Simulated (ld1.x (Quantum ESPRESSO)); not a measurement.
# Before and after: PAW potential for B (Z = 5)

ld1.x (Quantum ESPRESSO) 7.5 input, shortened:

```
&input
   title='B', zed=5., rel=1, dft='PBESOL', iswitch=3,
   config='[He] 2s2 2p1'
 /
 &inputp
   pseudotype=3, lpaw=.true., tm=.true., lloc=-2, rcloc=2.95,
   nlcc=.true., new_core_ps=.true.,
   which_augfun='PSQ', rmatch_augfun=0.95
 /
4
2S  1  0   2.00   0.00  1.30  1.45  0.0
2S  1  0   0.00  -0.25  1.30  1.45  0.0
2P  2  1   1.00   0.00  2.80  3.55  0.0
2P  2  1   0.00   4.45  2.80  3.55  0.0
 &test
   configts(1)='2s2 2p1'
 /
```

All-electron outer shells of the reference configuration (PBEsol, scalar-relativistic, ld1.x):

```json
{"shell": "1s", "level (eV)": "-179.55", "outermost node (bohr)": "–", "outermost maximum (bohr)": "0.21"}
{"shell": "2s", "level (eV)": "-9.36", "outermost node (bohr)": "0.46", "outermost maximum (bohr)": "1.52"}
{"shell": "2p", "level (eV)": "-3.56", "outermost node (bohr)": "–", "outermost maximum (bohr)": "1.59"}
```

Change: waves 2s (bound): rcut 1.30, rcutus 1.72 bohr; 2s channel at -0.25 Ry: rcut 1.30, rcutus 1.72 bohr.

Cutoffs: the cutoffs (Ry, on a coarse ladder) from which the occupation-weighted sum of valence levels, in a spherical-Bessel basis at the reference potential, stays within 10 and 1 mRy of its value at 400 Ry; they do not see the model core or the augmentation charge, which bear on the density cutoff. Errors are all-electron minus pseudo energies relative to the spin-unpolarised reference configuration.

Predict the effect on cutoff, ghosts and configuration errors.

The potential gets softer (6 Ry and 15 Ry → 6 Ry and 8 Ry); of the 7 tests that both files solve, the error grows in 0 and shrinks in 2 by more than 15 % and 0.3 meV (median size 11.9 → 12.0 meV); neither file shows a bound ghost. A larger radius leaves more room for a smooth pseudo-wave, so fewer plane waves are needed.

| quantity | base | changed |
| --- | --- | --- |
| cutoff, loose | 6 Ry | 6 Ry |
| cutoff, tight | 15 Ry | 8 Ry |
| bound ghosts | none | none |
| error for 2s2 2p0, meV [ΔE 8.14 eV] | +8.9 | +3.2 |
| error for 2s1 2p0, meV [ΔE 33.40 eV] | +56 | +18 |
| error for 2s2 2p0.5, meV [ΔE 2.86 eV] | -19 | -20 |
| error for 2s0 2p3, meV [ΔE 11.66 eV] | -9.6 | -9.6 |
| error for 2s2 2p1.3, meV [ΔE -0.72 eV] | -12 | -12 |
| error for 2s1 2p1, meV [ΔE 14.26 eV] | -179 | -185 |
| error for 2s1 2p2, meV [ΔE 5.82 eV] | -2.1 | -2.1 |
| s: phases at 3.85 bohr within 0.05 rad from the reference energy up to (Ry; the scan ends near 5) | 2.7 | 3.0 |
| p: phases at 3.85 bohr within 0.05 rad from the reference energy up to (Ry; the scan ends near 5) | -0.1 | -0.1 |
| lowest overlap eigenvalue by channel | s 0.08, p 0.21 | s 0.76, p 0.21 |
